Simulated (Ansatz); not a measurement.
Isolated molecules relaxed with PBE0-D4/def2-TZVP in Ansatz; ΔE leaves out vibrations. CBS: MP2 limit from def2 TZ/QZ plus the TZ coupled-cluster correction, frozen cores. This one scheme is used for every species, atoms too. DFT in def2-TZVPP. B3LYP here is the variant with VWN-RPA as its local correlation; programs differ in this. No spin–orbit coupling; open shells (•) take unrestricted orbitals. Spin–orbit coupling would lower the free atoms: a little for C, Cl, Si.

`[SiH3]C1(Cl)C=C1` → 3 C• + Cl• + 5 H• + Si•  (atomization)

`[SiH3]C1(Cl)C=C1`:

```xyz
10

Si   -0.982    0.543    0.985
C    -0.037   -0.134   -0.484
Cl   -1.205   -0.254   -1.895
C     1.073   -1.104   -0.457
C     1.381    0.099   -0.814
H    -0.040    0.641    2.133
H    -1.518    1.890    0.664
H    -2.099   -0.370    1.333
H     1.336   -2.135   -0.293
H     2.092    0.824   -1.171
```

```
             level  ΔE (kcal/mol)  difference from CCSD(T)/CBS
            PBE-D4          899.4                         25.7
          B3LYP-D4          873.5                         -0.2
           ωB97M-V          878.8                          5.1
               PBE          893.4                         19.7
     HF/def2-TZVPP          632.2                       -241.5
SCS-MP2/def2-TZVPP          861.0                        -12.7
   CCSD/def2-TZVPP          833.1                        -40.6
     HF/def2-QZVPP          633.4                       -240.3
      HF/CBS(def2)          633.5                       -240.2
    CCSD/CBS(def2)          857.5                        -16.2
       CCSD(T)/CBS          873.7                            0
```

Largest T1 diagnostic among the species: 0.012.

The D4 term adds +9.7 kcal/mol with B3LYP and +5.1 kcal/mol with PBE0; it sums over pairs of atoms, weighted by their polarisabilities, and B3LYP, whose exchange is more repulsive, gets the larger term. From PBE to PBE0 (25 % exact exchange), in def2-TZVPP and without D4, ΔE moves by −14.8 kcal/mol: exact exchange takes away binding that semilocal exchange gives to molecules.

For atomizations the MP2-based limit and the directly extrapolated one differ by several kJ/mol either way, and by 10 to 25 for some Ge, Se and Sn compounds, so smaller differences from it don't rank the levels.
